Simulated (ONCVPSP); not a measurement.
# Which change was made? (Ar, ONCV)

```json
{
  "Element": "argon (Ar)",
  "Generator": "ONCVPSP 4.0.1",
  "Type": "optimised norm-conserving Vanderbilt (ONCV)",
  "Functional": "PBE",
  "Relativity": "scalar-relativistic",
  "Frozen core": "[Ne]",
  "Valence charge": "8",
  "Reference configuration": "3s2 3p6",
  "Partial waves": "3s: rc 1.25 bohr, ncon 4, nbas 8, qcut 5 1/bohr, 2 projectors, debl 1.8 Ha; 3p: rc 1.45 bohr, ncon 4, nbas 9, qcut 4.7 1/bohr, 2 projectors, debl 1.2 Ha",
  "Local potential": "polynomial inside 0.95 bohr (lpopt 5, dvloc0 1 Ha)",
  "Core correction": "Teter function, fcfact 3.5, rcfact 1.5"
}
```

Cutoffs, loose and tight: the cutoffs (Ha) at which the residual kinetic energy of the hardest occupied pseudo-wave falls to 1 and 0.1 mHa per electron. They do not see the model core or the augmentation charge, which bear on the density cutoff. Test errors are all-electron minus pseudo excitation energies from the reference, over the configurations 3s2 3p5; 3s2 3p4; 3s2 3p3; 3s1 3p6; variants that change the core or the reference have their own tests.

The base gives: outcome: generated; cutoff, loose: 59 Ha; cutoff, tight: 107 Ha; bound ghosts: none; GHOST(+) flags above zero: s; largest test error (meV): +29.

**Question.** After one change the result is: outcome: generated, projector energies reset by the program; cutoff, loose: 78 Ha; cutoff, tight: 109 Ha; bound ghosts: none; GHOST(+) flags above zero: s; largest test error (meV): +28. Which change was it?
A. reference 3s2 3p4
B. core correction Teter function, fcfact 1.8, rcfact 1.5
C. s: qcut 5.8; p: qcut 5.4
D. p: qcut 2.6
E. all radii but the core radius scaled by about 1.16 (s 1.46, p 1.68 bohr); local potential polynomial inside 1.10 bohr (lpopt 5, dvloc0 1 Ha)

**Answer.** A. The others give: s: qcut 5.8; p: qcut 5.4 → outcome: generated; cutoff, loose: 20 Ha; cutoff, tight: 93 Ha; bound ghosts: none; GHOST(+) flags above zero: s; largest test error (meV): +25 | p: qcut 2.6 → outcome: generated; cutoff, loose: 59 Ha; cutoff, tight: 107 Ha; bound ghosts: none; GHOST(+) flags above zero: s; largest test error (meV): +51 | core correction Teter function, fcfact 1.8, rcfact 1.5 → outcome: generated; cutoff, loose: 59 Ha; cutoff, tight: 107 Ha; bound ghosts: none; GHOST(+) flags above zero: s; largest test error (meV): +23 | all radii but the core radius scaled by about 1.16 (s 1.46, p 1.68 bohr); local potential polynomial inside 1.10 bohr (lpopt 5, dvloc0 1 Ha) → outcome: generated; cutoff, loose: 27 Ha; cutoff, tight: 77 Ha; bound ghosts: none; GHOST(+) flags above zero: s; largest test error (meV): +32.
